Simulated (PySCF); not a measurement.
(1Z,3Z)-1,4-dichlorobuta-1,3-diene (C₄H₄Cl₂), SMILES Cl/C=C\C=C/Cl. Geometry: PBE-D3(BJ)/def2-SVP. The values are those of a single conformer.

Computed equilibrium geometry at PBE-D3(BJ)/def2-SVP (PySCF confirms it by a frequency run) as a Z-matrix, and its point group (one conformer of several):
point group C2h.
```
C
C 1 1.3559
H 2 1.0995 1 122.60
H 1 1.1023 2 116.47 3 0.00
C 1 1.4444 4 117.47 2 180.00
C 5 1.3559 1 126.06 4 0.00
H 6 1.0995 5 122.60 1 180.00
H 5 1.1023 6 116.47 7 0.00
Cl 2 1.7357 3 113.20 1 180.00
Cl 6 1.7357 7 113.20 5 180.00
```
Charge 0, spin multiplicity 1.
